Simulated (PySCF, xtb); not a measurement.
C₂H₇InO₂, SMILES [InH]([O]CC)[OH]. One conformer was computed; it need not be the lowest.

Harmonic wavenumbers (cm⁻¹) from GFN2-xTB (xtb) at its own minimum, in rising order: 48, 86, 95, 194, 232, 260, 294, 354, 410, 432, 470, 630, 823, 924, 1074, 1088, 1142, 1246, 1323, 1382, 1456, 1464, 1473, 1575, 2822, 2881, 2938, 3014, 3027, 3666.

Task: What does PBE-D3(BJ)/def2-SVP in PySCF give at its own minimum? (Estimate from the structure and the level; the computed values follow.)

Result: 59, 94, 112, 181, 286, 306, 361, 393, 449, 509, 564, 784, 795, 882, 1067, 1101, 1127, 1253, 1319, 1349, 1411, 1424, 1440, 1771, 2898, 2946, 2953, 3048, 3054, 3704. Paired by order, the mean absolute difference is 45 cm⁻¹ and the zero-point energies are 52.6 and 53.8 kcal/mol.
